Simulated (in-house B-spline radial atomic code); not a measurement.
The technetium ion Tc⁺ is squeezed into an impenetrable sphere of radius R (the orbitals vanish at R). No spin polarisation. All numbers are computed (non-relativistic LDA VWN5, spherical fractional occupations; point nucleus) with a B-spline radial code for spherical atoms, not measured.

Energies in eV above the free ion in [Kr] 4d5 5s1:

```csv
R (bohr),highest level (eV),[Kr] 4d5 5s1,[Ar] 3d9 4s2 4p6 4d5 5s1 5f1,[Kr] 4d5 5f1,-dE/dV in [Kr] 4d5 5s1 (GPa)
7.52,-11.2,0.04864,286.4,23.3,0.109
5.88,-10.5,0.5163,294.5,31.97,1.82
5.43,-10,0.9764,298.2,35.81,4.04
4,-4.09,7.76,322.7,59.13,63.2
3.41,4.18,19.57,348.8,81.84,237
3.16,10.5,29.72,367.5,97.58,439
2.62,37.2,79.76,445.1,161.3,1960
2.37,61.2,132.7,517.9,220.4,4300
1.75,211,565.9,1047,654.4,41100
1.43,424,1362,1959,1414,167000
```

Q: Does [Ar] 3d9 4s2 4p6 4d5 5s1 5f1 fall below [Kr] 4d5 5s1 under compression?

A: No, it stays above over the whole range.

Q: Does [Kr] 4d5 5f1 fall below [Kr] 4d5 5s1 under compression?

A: No, it stays above over the whole range.

The highest level is first positive in the row R = 3.41 bohr, pushed up by confinement above the zero of the free ion's potential. Each configuration is held fixed and needn't be the lowest in the sphere.
